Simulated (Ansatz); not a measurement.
I2Zn (SMILES [I][Zn][I]), singlet, geometry from GFN2-xTB (such geometries of metal compounds can be far from the true shape) (core potentials on I). Base run: BLYP/def2-SVP (Ansatz, a program for electronic structure).

The Ansatz input:
Ansatz 0.2 input:
```yaml
crystal:
  periodic: [false, false, false]
  atoms:
    - {symbol: Zn, position_ang: [0.00000000, 0.00000000, 0.00000000]}
    - {symbol: I, position_ang: [-0.00000000, -0.00000000, -2.44623139]}
    - {symbol: I, position_ang: [0.00000000, 0.00000000, 2.44623139]}
basis:
  gaussian:
    orbitals: def2-SVP
hamiltonian:
  xc: blyp
```

The base run was repeated with changes; each row names its change, and settings that it needs were set with it.

```json
[
 {"change": "base", "ΔE vs base (µEh)": "0.0"},
 {"change": "point_charge = charge:0.5 position_ang:-2.6009, 0.6055, -4.7466", "ΔE vs base (µEh)": "-3598"},
 {"change": "final_grid = 6, 12, 29", "ΔE vs base (µEh)": "2.9"},
 {"change": "lower_state_search = light", "ΔE vs base (µEh)": "0.0"},
 {"change": "fitting.mean_field = def2-universal-JKFIT", "ΔE vs base (µEh)": "-55.2"},
 {"change": "final_grid = 10, 20, 41", "ΔE vs base (µEh)": "-0.3"},
 {"change": "nuclear_model = gaussian", "ΔE vs base (µEh)": "5962"},
 {"change": "final_grid = 14, 28, 59", "ΔE vs base (µEh)": "0.1"},
 {"change": "point_charge = charge:1.0 position_ang:5.2779, -1.3345, 0.1559", "ΔE vs base (µEh)": "504"},
 {"change": "point_charge = charge:-1.0 position_ang:-0.9188, 4.7915, 2.4205", "ΔE vs base (µEh)": "-2891"},
 {"change": "lower_state_search = full", "ΔE vs base (µEh)": "0.0"}
]
```
